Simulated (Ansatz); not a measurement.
GeH2F (SMILES [F][GeH2]): where methods fail along a bond

GeH2F: 4 atoms, total charge 0, spin state doublet. SMILES: `[F][GeH2]`. Geometry: relaxed at PBE0-D4/def2-TZVP.

```xyz
4

F     0.1382   -0.5854    1.4420
Ge    0.3057   -0.2232   -0.2571
H    -1.0788   -0.5278   -0.8820
H     0.6904    1.2760   -0.3231
```

The F1–Ge2 distance is scanned; the parts on either side stay rigid. Basis STO-3G, 10 core orbitals frozen in the correlated methods; program Ansatz 0.2.0. FCI is exact within this basis and core. Energies in eV from each method's value at 1.745 Å; open shells run as named. The shape above is that at 1.745 Å.

| distance (Å) | UPBE | UPBE0 | UB2PLYP | UMP2 | UCCSD | FCI |
| --- | --- | --- | --- | --- | --- | --- |
| 1.745 | 0.00 | 0.00 | 0.00 | 0.00 | 0.00 | 0.00 |
| 2.182 | 1.52 | 1.78 | 1.83 | 2.14 | 1.38 | 1.37 |
| 2.618 | 3.53 | 3.80 | 3.65 | 3.11 | 2.91 | 2.91 |
| 3.491 | 5.24 | 4.68 | 4.18 | 3.32 | 3.37 | 3.46 |
| 4.363 | 5.35 | 4.71 | 4.20 | 3.33 | 3.38 | 3.47 |

Departure from the FCI curve at its largest: UPBE +1.88 eV at 4.36 Å; UPBE0 +1.25 eV at 4.36 Å; UB2PLYP +0.74 eV at 2.62 Å; UMP2 +0.76 eV at 2.18 Å; UCCSD -0.08 eV at 4.36 Å. For the functionals part of the departure is owed to the small basis.
